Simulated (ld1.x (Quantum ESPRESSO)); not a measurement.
What one change does to a pseudopotential (zinc (Zn), TM)

| Property | Result |
| --- | --- |
| Element | zinc (Zn) |
| Generator | ld1.x (Quantum ESPRESSO) 7.5 |
| Type | norm-conserving Troullier–Martins (Kleinman–Bylander form) |
| Functional | PBE |
| Relativity | scalar-relativistic |
| Frozen core | [Ar] 3d10 |
| Valence charge | 2 |
| Reference configuration | 4s1.5 4p0.5 |
| Partial waves | 4s (bound): rc 2.10 bohr; 4d channel at 0.25 Ry: rc 3.15 bohr; 4p (bound): rc 2.95 bohr |
| Local potential | the p channel |
| Core correction | Bessel-smoothed model core inside 1.85 bohr |

Change: wave 4s (bound): rc 2.10 bohr becomes 4s (bound): rc 2.24 bohr.

Cutoffs: the cutoffs (Ry, on a coarse ladder) from which the occupation-weighted sum of valence levels, in a spherical-Bessel basis at the reference potential, stays within 10 and 1 mRy of its value at 400 Ry; they do not see the model core or the augmentation charge, which bear on the density cutoff. Errors are all-electron minus pseudo energies relative to the spin-unpolarised reference configuration.

What does the change do?

The potential gets softer (10 Ry and 30 Ry → 10 Ry and 25 Ry); the bound ghost in s disappears; the errors of the 6 common tests hardly move. A larger radius leaves more room for a smooth pseudo-wave, so fewer plane waves are needed.

```csv
quantity,base,changed
"cutoff, loose",10 Ry,10 Ry
"cutoff, tight",30 Ry,25 Ry
loose cutoff by channel (10 mRy a level),"s 10 Ry, p 6 Ry","s 8 Ry, p 6 Ry"
bound ghosts,s,none
"error for 4s2 4p0, meV [ΔE -2.49 eV]",-8.5,-8.7
"error for 4s1 4p0, meV [ΔE 7.40 eV]",-64,-65
"error for 4s1.5 4p0, meV [ΔE 1.45 eV]",-4.7,-4.7
"error for 4s0 4p2, meV [ΔE 8.07 eV]",-63,-67
"error for 4s1 4p1, meV [ΔE 2.60 eV]",-8.0,-8.3
"error for 4s0 4p1, meV [ΔE 13.73 eV]",-153,-157
s: phases at 3.38 bohr within 0.05 rad from the reference energy up to (Ry; the scan ends near 5),1.2,1.2
p: phases at 3.38 bohr within 0.05 rad from the reference energy up to (Ry; the scan ends near 5),1.7,1.7
d: phases at 3.38 bohr within 0.05 rad from the reference energy up to (Ry; the scan ends near 5),0.7,0.7
```

 A true bound ghost makes a file unfit for plane-wave use even where its test errors are small: the radial tests pick states by their node count and pass the ghost by.
